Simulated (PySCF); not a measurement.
## Calculated NMR parameters of CC#Cc1ccccn1

- Formula: C8H7N
- SMILES: CC#Cc1ccccn1
- InChI: InChI=1S/C8H7N/c1-2-5-8-6-3-4-7-9-8/h3-4,6-7H,1H3
- Point group of the computed structure: Cs
- Degrees of unsaturation: 6
- Carbon signals: 8
- Proton signals: 5

Atoms are numbered as in `[CH3:1][C:2]#[C:3][c:4]1[cH:5][cH:6][cH:7][cH:8][n:9]1`. Hydrogens are named by the atom that carries them.

[PySCF 2.14: σ from GIAO-PBE0/pcSseg-1; B3LYP/pcJ-1 coupling constants (without the spin–dipole term); geometry from PBE0-D3(BJ)/def2-SVP; one averaged value for each set of equivalent atoms; non-relativistic Hamiltonian; single conformer; isolated molecule]

References, each an isolated molecule treated in the same way: TMS for 1H (σref 31.27), 13C (σref 184.41); 15N (σref 265.67) against NH3.

| carbon | δC, type | δH (multiplicity, J in Hz) | HMBC from (abs. J ≥ 3 Hz) | span of the C tensor (ppm) |
| --- | --- | --- | --- | --- |
| C1 | 5.5, CH3 | 2.17 (s) | – | 23 |
| C2 | 93.8, C | – | H(C1) | 203 |
| C3 | 86.3, C | – | H(C5), H(C1) | 270 |
| C4 | 149.1, C | – | H(C8), H(C6) | 214 |
| C5 | 133.3, CH | 7.33 (dd, 8.7, 1.0) | H(C7) | 225 |
| C6 | 140.4, CH | 7.60 (td, 8.5, 1.7) | H(C8) | 250 |
| C7 | 126.3, CH | 7.04 (dd, 8.3, 5.4) | H(C8), H(C5) | 229 |
| C8 | 155.3, CH | 8.69 (dt, 5.4, 1.4) | H(C6), H(C7) | 227 |

Other nuclei:
```json
{"atoms": "N9", "nucleus": "15N", "environment": "pyridine-type ring nitrogen", "δ (ppm)": "366.6", "σ (ppm)": "-100.9"}
```

Selected couplings (Hz, signed; the shortest-range and largest first, 30 at most; isotopes 13C, 1H, 15N): 1J(C8,H(C8)) 186.8, 1J(C5,H(C5)) 172.9, 1J(C7,H(C7)) 171.2, 1J(C6,H(C6)) 168.5, 1J(C1,H(C1)) 138.3, 2J(N9,H(C8)) -13.6, 3J(H(C5),H(C6)) 8.7, 3J(H(C6),H(C7)) 8.3, 3J(H(C7),H(C8)) 5.4, 3J(N9,H(C7)) -1.3, 4J(H(C6),H(C8)) 1.7.

Carbon types of the structure: 3 × C, 4 × CH, 1 × CH3, which accounts for all hydrogens. δC 155.3: aromatic CH next to a ring nitrogen; the adjacent pyridine-type nitrogen withdraws density from it. δC 149.1: substituted aromatic carbon next to a ring nitrogen. δC 140.4, 133.3, 126.3: aromatic CH. δC 93.8, 86.3: alkyne carbon; sp carbons lie upfield of alkene carbons because the cylindrical π system leaves one tensor component strongly shielded. δH 8.69: hydrogen on an aromatic CH next to a ring nitrogen; ring current plus the neighbouring ring nitrogen. The protons at 7.33 and 7.60 share a coupling of 8.7 Hz (vicinal, an ortho-type coupling). The protons at 7.60 and 7.04 share a coupling of 8.3 Hz (vicinal, an ortho-type coupling). The protons at 7.04 and 8.69 share a coupling of 5.4 Hz (vicinal, an ortho-type coupling).

Multiplet labels drop couplings under 1 Hz and merge nearly equal ones. Unscaled 3J(H,H) at this level run about 10 % above measured values. Shifts are as computed. Against solution values, carbons near 30 ppm lie about +2 ppm off and those near 130 ppm about +5 ppm. Of 1211 compounds with measured shifts, 218 miss one by over three times the rms of a fit or turn the order of signals round; such compounds aren't used in these exercises. Experimental scales use liquid or dissolved standards, which lie at an offset from isolated NH3 (liquid NH3: subtract about 20 ppm). Unscaled 15N shifts of sp2 nitrogen come out 20 to 40 ppm too high even then.
